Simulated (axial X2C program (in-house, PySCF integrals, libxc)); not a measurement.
The numbers below are computed, except where a source is named.
## ReN: input and output

Program: an in-house relativistic program for diatomic molecules.

The run was started with this input:
```json
{"zs": [75, 7], "q": 0, "bas": ["dyall-cv3z", "dyall-av3z"], "levels": ["PBE0", "HF", "TPSS"], "cc": true, "r0": 1.79, "thr": -2.0, "nmax": 90, "npts": 10, "nst": 2, "ntry": 6}
```
```bash
python so2c.py task.json out
```

Keys: zs atomic numbers; q charge; bas basis sets; levels methods; cc coupled cluster on or off; r0 starting distance in Å; thr threshold in hartree for freezing inner shells (an s shell follows its p shell); nmax most natural virtual spinors; npts points on the curve; nst determinants followed; ntry starts of the search. HF also brings MP2.

Output of the HF step, with spin–orbit coupling, at R = 1.621 Å for the state Ω = 1. It starts from PBE0 orbitals of this distance.

```
two-component X2C + atomic mean field  HF
basis functions 242  fitting functions 1182  grid points 5072
iter        total energy     max residual
   1     -16742.042257544     9.45e-01
   2     -16742.090039343     1.53e-02
   3     -16742.094129670     1.59e-02
   4     -16742.097510577     1.03e-02
   5     -16742.100037396     9.17e-03
   6     -16742.101848193     6.74e-03
   7     -16742.107699762     6.20e-03
   8     -16742.115651010     2.49e-03
   9     -16742.116809578     2.09e-03
  10     -16742.117323830     2.00e-03
  11     -16742.117661990     1.99e-03
  12     -16742.118299860     2.99e-03
  13     -16742.118941783     2.71e-03
  14     -16742.120997882     1.51e-03
  15     -16742.121118098     1.10e-03
  16     -16742.121704497     8.96e-04
  17     -16742.121769590     4.38e-04
  18     -16742.121803231     2.48e-04
  19     -16742.121824059     1.67e-04
  20     -16742.121830918     1.45e-04
  21     -16742.121834231     1.23e-04
  22     -16742.121836137     6.33e-05
  23     -16742.121838061     3.74e-05
  24     -16742.121838445     1.67e-05
  25     -16742.121838524     1.15e-05
  26     -16742.121838558     6.55e-06
  27     -16742.121838568     3.90e-06
  28     -16742.121838570     2.16e-06
  29     -16742.121838571     1.31e-06
converged
one-electron -23296.05686692  Coulomb 6735.27297746  exact exchange -338.03139999  xc functional 0.00000000  nuclear repulsion 171.38682032  atomic mean-field constant -14.69336944
correlated 12  virtual 312  natural virtual 90  E(MP2) -0.368270199  MP2 remainder -0.022592665
iter   CCSD correlation   residual
   1     -0.324094574   2.29e-01
   2     -0.344467188   1.34e-01
   3     -0.360928945   7.52e-02
   4     -0.366746134   3.93e-02
   5     -0.370061588   2.21e-02
   6     -0.370629089   1.19e-02
   7     -0.371005170   8.37e-03
   8     -0.371151178   5.48e-03
   9     -0.371033081   3.38e-03
  10     -0.371158544   1.52e-03
  11     -0.371083604   7.97e-04
  12     -0.371100788   4.08e-04
  13     -0.371096480   2.17e-04
  14     -0.371091996   1.25e-04
  15     -0.371091981   6.76e-05
  16     -0.371090832   3.98e-05
  17     -0.371089904   2.47e-05
  18     -0.371089792   1.79e-05
  19     -0.371088845   1.23e-05
  20     -0.371088874   7.97e-06
  21     -0.371088708   4.81e-06
  22     -0.371088633   2.87e-06
  23     -0.371088645   1.57e-06
(T) -0.022567592  T1 0.1269  D1 0.2544  max T2 0.073
```
Energies are in hartree; totals compare only within one Hamiltonian and basis. T1 is large, a sign of multireference character or of a spin-contaminated reference. T1 in the output is the amplitude norm over the root of the electron number; divide by √2 for the Lee–Taylor value. The determinant is spin-polarised beyond a pure state at some levels (its spin-free form has ⟨S²⟩ too high), which makes Re and μ there less reliable.
